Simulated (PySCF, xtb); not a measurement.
GeH6N2, SMILES [NH2][GeH2][NH2].

GFN2-xTB run with xtb at its own geometry gives an orbital gap of 8.14 eV and a dipole moment of 2.12 D.

Geometry optimised at B3LYP-D3(BJ)/def2-SVP. The values are those of a single conformer.

**Question.** What does B3LYP/def2-TZVPD run with PySCF give? (Estimate from the structure and the level; the computed values follow.)

**Answer.** gap 6.87 eV (levels -7.04 and -0.17 eV), dipole 1.50 D.
